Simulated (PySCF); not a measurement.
A structure optimised at PBE-D3(BJ)/def2-SVP, used in a PySCF frequency run:

```xyz
11

C      0.0000     0.0000    -1.9546
Ge     0.0000     0.0000    -0.0190
O     -0.5835    -1.5674     0.6414
O     -1.0657     1.2890     0.6414
O      1.6491     0.2784     0.6414
H     -0.8822    -0.5561    -2.3238
H     -0.0405     1.0421    -2.3238
H      0.9227    -0.4859    -2.3238
H      0.0615    -1.8782     1.3052
H     -1.6573     0.8859     1.3052
H      1.5958     0.9923     1.3052
```
Charge 0, spin multiplicity 1.

**Question.** Write its SMILES, formula and point group.

**Answer.** [CH3][Ge]([OH])([OH])[OH], CH₆GeO₃, C3

**Question.** What are its rotational constants (standard atomic weights)?

**Answer.** 3.4095, 3.1352, 3.1352 GHz
